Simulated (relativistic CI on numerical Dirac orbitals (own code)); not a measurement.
# Mo3+: 3d photoemission

Computed with this model: Dirac-Coulomb-Breit CI, orbitals from a KLI potential per configuration, a model potential for QED, valence Slater integrals scaled by 0.8, multiplet model of photoemission in the sudden approximation; configurations [Kr] 4d3 → [Ar] 3d9 4s2 4p6 4d3; 80 K; Lorentzian 0.21 eV and Gaussian 0.5 eV FWHM. Energies are those of the free ion, without screening or charge transfer. The energies are binding energies and can lie tens of eV above those of solids. S is read from ⟨S²⟩ = S(S + 1).

Field parameters in Wybourne normalisation: Td as Oh with Dq negative (B⁴₀ = 21Dq, B⁴₄ = √(5/14) B⁴₀). The field is a parameter set, without covalency.

free ion: ground-state S = 1.49, centroid 272.31 eV. Peaks (eV, height): 270.6 (100), 272.2 (10), 273.8 (61), 280.9 (6).

Td, 10Dq = -7350 cm⁻¹: ground-state S = 1.48, centroid 272.34 eV. Peaks (eV, height): 270.7 (100), 273.9 (62).

Td, 10Dq = -16700 cm⁻¹: ground-state S = 0.59, centroid 272.54 eV. Peaks (eV, height): 270.9 (100), 274.1 (65).

Strongest unbroadened transitions for Td, 10Dq = -7350 cm⁻¹:

```csv
Energy (eV),Relative strength
270.15,78.7
270.31,100.0
270.44,47.7
270.48,89.1
270.53,56.2
270.58,67.6
270.64,59.8
270.65,63.6
270.71,49.5
270.73,41.1
270.87,74.7
270.95,56.8
271.12,36.9
271.19,39.6
273.82,41.7
273.89,42.4
273.94,68.0
274.08,34.5
```
